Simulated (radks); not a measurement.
Numerical settings for the potassium ion K+, [Ar]. Method: scalar-relativistic Kohn-Sham, PBEsol, spin-polarised, spherical densities, point nucleus; computed with a radial shooting solver on a logarithmic mesh with Libxc functionals. The defaults (mesh step 0.008 in ln r, mesh end at 40 bohr or more with all orbitals vanishing there, Anderson mixing 0.5 over 9 steps, residual threshold near 1e-9 with the energy settled to 1e-9 hartree or 1e-11 of itself, here a cap of 57 iterations) give E = -601.1297 hartree and 3p at -24.829 eV in 14 iterations. Run on one thread of a shared host, so times are rough (Intel(R) Xeon(R) 6975P-C): 0.08 s of CPU time, 0.08 s wall, 14 iterations on 2476 mesh points. Changes against that run (0 stands for a change within the tolerance of the run):

mesh step in ln r 0.012: iterations 14; converged yes; E (mhartree) 0; e(3p) (meV) 0; CPU (s) 0.06
mesh step in ln r 0.02: iterations 14; converged yes; E (mhartree) 0; e(3p) (meV) 0; CPU (s) 0.04
mesh step in ln r 0.05: iterations 14; converged yes; E (mhartree) +0.000303; e(3p) (meV) 0; CPU (s) 0.02
mesh end (bohr) 2: iterations 13; converged level above zero; E (mhartree) +4.34e+03; e(3p) (meV) +3.35e+04; CPU (s) 0.06
mesh end (bohr) 3: iterations 13; converged yes; E (mhartree) +362; e(3p) (meV) +5.12e+03; CPU (s) 0.07
residual threshold 1e-16: iterations 57; converged no; E (mhartree) 0; e(3p) (meV) 0; CPU (s) 0.2
residual threshold 1e-13: iterations 19; converged yes; E (mhartree) 0; e(3p) (meV) 0; CPU (s) 0.1
mixing 0.2: iterations 15; converged yes; E (mhartree) 0; e(3p) (meV) 0; CPU (s) 0.09
linear mixing, mixing 0.05: iterations 57; converged no; E (mhartree) +0.263; e(3p) (meV) -588; CPU (s) 0.32
linear mixing, mixing 0.8: iterations 24; converged yes; E (mhartree) 0; e(3p) (meV) 0; CPU (s) 0.12
mixing history 2: iterations 20; converged yes; E (mhartree) 0; e(3p) (meV) 0; CPU (s) 0.11
iteration cap 8: iterations 8; converged no; E (mhartree) 0; e(3p) (meV) +0.101; CPU (s) 0.05

Settled on a wrong energy, with an occupied level pushed above zero by the early mesh end: mesh end (bohr) 2 (+4.34 hartree). Apart from these: settings that end as converged yet miss the energy by more than 1 mhartree: mesh end (bohr) 3 (+0.362 hartree). A mesh that ends early acts as a hard wall.
